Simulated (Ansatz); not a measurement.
Relaxation of H$_{3}$O$_{2}$Sn (6 atoms, charge 0, multiplicity 2), to a largest force component of 0.015 eV/Å in at most 40 steps.

All numbers below come from UKS PBE0-D4/def2-SVP in Ansatz.

```xyz
6
Properties=species:S:1:pos:R:3
O -1.346 -0.768 -0.238
Sn 0.330 0.220 -0.459
O 0.327 1.020 -2.242
H -1.810 -0.522 -1.093
H 1.719 -0.827 -0.282
H -0.486 1.566 -2.295
```

Q: Where does it end, and by what steps?

A: The run converged. The force dipped under the threshold on the way, but the program's further checks kept it going. After 10 steps the energy has fallen by 0.237 eV; H4 moved furthest, 0.49 Å.

```
step  energy less start (eV)  largest force component (eV/Å)  accepted
   0                  0.0000                           1.772       yes
   1                 -0.1506                           1.182       yes
   2                 -0.2011                           0.750       yes
   3                 -0.2194                           0.189       yes
   4                 -0.2296                           0.187       yes
   5                 -0.2319                           0.106       yes
   6                 -0.2324                           0.214       yes
   7                 -0.2344                           0.223       yes
   8                 -0.2366                           0.006       yes
   9                 -0.2104                           1.189        no
  10                 -0.2367                           0.012       yes
```

```xyz
6
Properties=species:S:1:pos:R:3
O -1.258 -1.013 -0.440
Sn 0.265 0.285 -0.426
O 0.438 1.086 -2.251
H -2.099 -0.624 -0.706
H 1.654 -0.752 -0.309
H -0.266 1.707 -2.476
```

Whether the end is a true minimum wasn't checked by a vibrational analysis.

Time of the run: 45 s on 1 thread of Arm Neoverse V2 (shared host), peak memory 0.18 GiB.
